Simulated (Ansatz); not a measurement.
Cl2FH2Si2 (`F[SiH](Cl)[SiH]Cl`) radical at its PBE0-D4/def2-TZVP geometry, where that method's forces vanish. Total charge 0; spin multiplicity 2.

```
atom   x (Å)   y (Å)   z (Å)
  F1  -1.528  -0.669   1.404
 Si2  -0.897  -0.310  -0.013
 Cl3  -2.092   1.069  -0.935
 Si4   1.169   0.724   0.322
 Cl5   2.566  -0.652   0.945
  H6  -0.905  -1.553  -0.819
  H7   1.686   1.391  -0.904
```

Task: For each bond, give half the difference of the two atoms' forces along it (eV/Å; positive pushes the atoms apart) under PBE-D4, r2SCAN-D4, B3LYP-D4, ωB97M-V in def2-TZVPP. (Estimate.)

Result: Computed: 
```json
{"bond": "F1–Si2", "length (Å)": "1.593", "PBE-D4": "0.56", "r2SCAN-D4": "0.06", "B3LYP-D4": "0.19", "ωB97M-V": "0.18"}
{"bond": "Si2–Cl3", "length (Å)": "2.044", "PBE-D4": "0.15", "r2SCAN-D4": "0.05", "B3LYP-D4": "0.20", "ωB97M-V": "0.07"}
{"bond": "Si2–Si4", "length (Å)": "2.334", "PBE-D4": "-0.17", "r2SCAN-D4": "-0.04", "B3LYP-D4": "0.01", "ωB97M-V": "-0.04"}
{"bond": "Si2–H6", "length (Å)": "1.481", "PBE-D4": "0.04", "r2SCAN-D4": "-0.02", "B3LYP-D4": "-0.16", "ωB97M-V": "-0.21"}
{"bond": "Si4–Cl5", "length (Å)": "2.057", "PBE-D4": "0.24", "r2SCAN-D4": "0.07", "B3LYP-D4": "0.25", "ωB97M-V": "0.11"}
{"bond": "Si4–H7", "length (Å)": "1.488", "PBE-D4": "0.13", "r2SCAN-D4": "-0.02", "B3LYP-D4": "-0.11", "ωB97M-V": "-0.13"}
```

B3LYP here is the variant with VWN-RPA as its local correlation; programs differ in this.
